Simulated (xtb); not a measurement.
BH5O2Si, SMILES [SiH3]B(O)O. All values are semi-empirical tight-binding results from xtb (GFN2-xTB unless named), good for trends rather than for accurate numbers. The structure is a stationary point at GFN2-xTB. One conformer was computed; it need not be the lowest.

```yaml
point_group_as_xtb_finds_it: Cs
orbital_gap: 4.51 eV
dipole_moment: 4.46 D
zero_point_energy: 34.6 kcal/mol
G − E(el) at 298.15 K (modified RRHO): 15.8 kcal/mol
static polarisability (D4 model): 53.6 bohr³
solvation energy, GFN2-xTB/ALPB(water): -7.2 kcal/mol
solvation energy, GFN2-xTB/ALPB(thf): -9.3 kcal/mol
```
